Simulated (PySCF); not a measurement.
How methods differ on the excitation energy of Ag²⁺

Ag²⁺ [Kr] 4d9 (2D) → Ag²⁺ [Kr] 4d8 5s1 (4F), as a difference of total energies. Calculation: PySCF 2.14, in x2c-TZVPPall with one added diffuse shell each of s, p, d, f type (9s7p7d3f1g, 95 functions); the spin-free X2C one-electron Hamiltonian (Gaussian nucleus). Correlated levels: valence: [Kr] frozen. The calculations carry no spin-orbit coupling.

```tsv
method	excitation energy (eV)
UHF	7.379
MP2 (valence)	8.258
SCS-MP2 (valence)	8.380
CCSD (valence)	8.093
CCSD(T) (valence)	8.123
```

Question: How much does correlation contribute at CCSD(T) (valence)?

Answer: 8.123 − (7.379) = 0.744 eV, measured against UHF.

A first-order spin-orbit estimate (lowest level to lowest level, LS coupling) adds -0.137 eV.
